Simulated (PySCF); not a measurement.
**Relaxation of triplet NiBr2**

Level of theory: UPBE0/[Ni def2-SVP, Br def2-SVP], no relativity, density fitting, PySCF. A (50,194) grid was used.

A hand-made bent start, of C2v symmetry, held to at least that symmetry:

```xyz
3
charge 0 multiplicity 3, angstrom
Ni    0.0000    0.0000   -0.9398
Br    1.8349    0.0000    0.3450
Br   -1.8349    0.0000    0.3450
```

Task: What forces act on the atoms at the start (eV/Å)?

Result: 
```csv
atom,Fx,Fy,Fz
Ni1,0.05,0.00,0.84
Br2,0.24,0.00,-0.43
Br3,-0.29,0.00,-0.41
```

Task: What does it relax to?

Result: It ends at D∞h with Ni–Br 2.219 Å (×2); Br–Ni–Br 180.0°. A frequency run shows a minimum. Other isomers or separated fragments may lie lower.

Task: How much energy is released, and in how many steps?

Result: 58.8 kJ/mol in 9 steps.

With open d or f shells other occupations or spin states may lie lower.

The relaxation took of the order of 2.7 core-minutes on a shared host.
